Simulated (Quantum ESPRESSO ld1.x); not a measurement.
The numbers below are computed, except where a source is named.
Q: The mean radii <r> (bohr) of the occupied orbitals of an atom or ion are listed with their occupations. Level of theory: scalar-relativistic Kohn-Sham, relativistic LDA (MacDonald-Vosko exchange, VWN5 correlation), spin-unpolarised, spherical densities, point nucleus (ld1.x of Quantum ESPRESSO 7.5).

orbital  occ.      <r>
1s          2  0.05232
2s          2   0.2352
2p          6   0.2062
3s          2   0.6378
3p          6   0.6377

Name the element and its charge.

A: Z = 29, copper, charge +11: Cu11+ in [Ar]. The 1s radius gives Z: for a bare nucleus <r> = (2 gamma + 1)/(2Z) with gamma = sqrt(1 - (Z/c)^2), 0.05094 bohr for Z = 29, and screening makes it slightly larger (0.05232 here). The occupations add up to 18, and the charge is Z minus that.
